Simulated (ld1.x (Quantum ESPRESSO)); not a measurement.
**Dy (Z = 66): ultrasoft pseudisation with PBE, scalar-relativistic reference atom.**

```
Element                 : dysprosium
Generator               : ld1.x (Quantum ESPRESSO) 7.5
Type                    : ultrasoft
Functional              : PBE
Relativity              : scalar-relativistic
Frozen core             : [Kr] 4d10 4f9
Valence charge          : 11
Reference configuration : 5s2 5p6 5d1 6s2 6p0
Partial waves           : 5s (bound): rcut 1.65, rcutus 2.10 bohr; 6s (bound): rcut 1.65, rcutus 2.10 bohr; 5p (bound): rcut 2.10, rcutus 2.70 bohr; 6p (bound, empty): rcut 2.10, rcutus 2.70 bohr; 5d (bound): rcut 2.00, rcutus 2.30 bohr; 5d channel at 1.65 Ry: rcut 2.00, rcutus 2.30 bohr
Local potential         : all-electron potential smoothed inside 2.35 bohr (lloc = -1)
Core correction         : none
Augmentation charge     : built from norm-conserving waves at rcut, not smoothed further
```

All-electron outer shells of the reference configuration (PBE, scalar-relativistic, ld1.x):

```json
{"shell": "4d", "level (eV)": "-160.08", "outermost node (bohr)": "0.26", "outermost maximum (bohr)": "0.53"}
{"shell": "5s", "level (eV)": "-52.83", "outermost node (bohr)": "0.63", "outermost maximum (bohr)": "1.14"}
{"shell": "5p", "level (eV)": "-28.51", "outermost node (bohr)": "0.67", "outermost maximum (bohr)": "1.30"}
{"shell": "4f", "level (eV)": "-9.19", "outermost node (bohr)": "–", "outermost maximum (bohr)": "0.53"}
{"shell": "6s", "level (eV)": "-4.26", "outermost node (bohr)": "1.54", "outermost maximum (bohr)": "3.31"}
{"shell": "5d", "level (eV)": "-2.31", "outermost node (bohr)": "0.76", "outermost maximum (bohr)": "1.91"}
{"shell": "6p", "level (eV)": "-1.33", "outermost node (bohr)": "1.86", "outermost maximum (bohr)": "4.47"}
```

Problem. Does the generator finish with these settings?

Solution. Yes, a potential is produced.

Problem. Is the overlap operator S = 1 + Σ q|β⟩⟨β| positive definite (Bessel basis up to 400 Ry)?

Solution. No: its lowest eigenvalue is -31.178, in the p channel, so the generalised eigenproblem breaks down once the basis is large enough.

Its largest configuration-test error is +824 meV (5s2 5p6 5d1 6s1 6p0). Test run stopped at test 2 of 7 (negative rho).

A Bessel basis up to 400 Ry misses an occupied level by 1.09 Ry, so cutoffs and ghosts were not judged. Its overlap operator is not positive definite in a basis up to 400 Ry (lowest eigenvalue p -31.18, d -0.10), so the file is unfit for use: the generalised eigenproblem breaks down once the basis is large enough, and its test numbers describe a broken file. The potential misses its own reference levels by up to 1.4 eV, so it is not fit for use.
